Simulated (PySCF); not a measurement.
Si(H)3(NH2) (H5NSi), SMILES N[SiH3]. Atoms are numbered in the order given.

```xyz
7

Si    -0.5756    -0.0027     0.0000
N      1.1463     0.0581     0.0000
H     -1.0586     0.6901     1.2196
H     -1.0586     0.6901    -1.2196
H     -1.1700    -1.3700     0.0000
H      1.6607    -0.1896     0.8302
H      1.6607    -0.1896    -0.8302
```

Geometry: ωB97X-D3(BJ)/def2-TZVP.

Method: ωB97X/def2-TZVPD (PySCF).

Symmetry labels are those of the subgroup Cs that the program uses (full group Cs).

**Question.** List the valence orbital energies around the gap with their symmetry. (An estimate is asked for; the answer gives what the named calculation found.)

**Answer.** 
| orbital | symmetry | energy (eV) |
|---|---|---|
| HOMO−7 | A' | -101.41 |
| HOMO−6 | A' | -26.59 |
| HOMO−5 | A' | -17.96 |
| HOMO−4 | A" | -16.43 |
| HOMO−3 | A' | -13.83 |
| HOMO−2 | A' | -12.40 |
| HOMO−1 | A" | -12.02 |
| HOMO | A' | -9.89 |
| LUMO | A' | 1.83 |
| LUMO+1 | A' | 2.28 |
| LUMO+2 | A" | 3.17 |
| LUMO+3 | A' | 3.36 |
